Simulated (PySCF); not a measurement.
CF2 (cation, charge +1), SMILES F[C]F, doublet, CAM-B3LYP/def2-SVP optimised geometry.

```
3

F      0.95    -0.50     0.00
C     -0.26    -0.50     0.00
F     -0.95     0.50     0.00
```

Density from unrestricted CAM-B3LYP/def2-TZVP in PySCF 2.14.0 at that geometry.

Minimum of the electron density along straight lines between bonded atoms, close to the bond critical point (lines longer than 1.1 times the sum of covalent radii, or with two minima, are not listed):

| bond | length / Å | ρ at the minimum / e bohr⁻³ | ∇²ρ there / e bohr⁻⁵ | position (fraction from the first atom) |
|---|---|---|---|---|
| F1–C2 | 1.213 | 0.376 | 0.40 | 0.67 |
| C2–F3 | 1.213 | 0.376 | 0.40 | 0.33 |
